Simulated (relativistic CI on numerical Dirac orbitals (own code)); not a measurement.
**Radial parameters of Cl¹⁰⁺**

These numbers are calculated, not measured: Dirac-Coulomb-Breit CI, KLI orbitals optimised for each configuration, model QED, unscaled Slater integrals (own radial code, finite nucleus).

Slater integrals F^k, G^k are unscaled and averaged over j, outside the closed core 1s2; ζ comes from projecting the Hamiltonian with its Breit term on Σ l·s of the shell.

- 2s2.2p3: F^2(2p,2p) = 261510, ζ(2p) = 10376 cm⁻¹; <r>(2p) = 0.3623, <r^2>(2p) = 0.16 (bohr units).
- 2s.2p4: F^2(2p,2p) = 260160, G^1(2s,2p) = 295590, ζ(2p) = 10221 cm⁻¹; <r>(2s) = 0.4109, <r^2>(2s) = 0.1984, <r>(2p) = 0.364, <r^2>(2p) = 0.1616 (bohr units).
- 2p5: ζ(2p) = 10077 cm⁻¹; <r>(2p) = 0.3665, <r^2>(2p) = 0.1639 (bohr units).

Averages of the first 10 configurations, taken without configuration mixing, which lowers the lowest level and can move excited configurations by several eV; other configurations of the list can lie among them:

```csv
Configuration,Parity,States,Average energy above the lowest level (eV)
2s2.2p3,odd,20,12.4
2s.2p4,even,30,68.5
2p5,odd,6,135.8
2s2.2p2.3s,even,30,313.3
2p4.3s,even,30,423.0
2p4.3p,odd,90,437.1
2s2.2p2.3p,odd,90,329.1
2p4.3d,even,150,453.9
2s2.2p2.3d,even,150,346.2
2s.2p3.3s,odd,80,362.4
```
